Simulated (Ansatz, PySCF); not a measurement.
Species: GeS, net charge 0, singlet state. SMILES: [S]=[Ge]
Geometry: optimised at B3LYP-D3(BJ)/def2-TZVP (Ansatz, an electronic-structure program).

Wanted: atomisation energy (electronic, to ground-state atoms), in eV. Valence correlation only, unless marked. UHF or UKS for open shells. No spin-orbit coupling. The frozen core is the preceding noble-gas configuration, with the filled d and f shells of earlier blocks. Non-relativistic. The coupled-cluster limit lacks core correlation, which all-electron functionals hold. CBS marks a two-point X^-3 extrapolation of the correlation energy; Hartree-Fock from the larger set.

| level | program | atomisation energy (eV) |
|---|---|---|
| HF/STO-3G | Ansatz | 3.76 |
| HF-D4/def2-TZVPD | PySCF + dftd4 | 3.42 |
| BLYP-D4/def2-TZVPD | Ansatz + dftd4 | 5.91 |
| BP86-D4/def2-TZVPD | PySCF + dftd4 | 6.06 |

Task: Predict the CCSD(T)/CBS(def2-TZVPPD,def2-QZVPPD) result (Ansatz).

Result: 5.74 eV, so BP86-D4/def2-TZVPD differs from it by 0.32 eV.
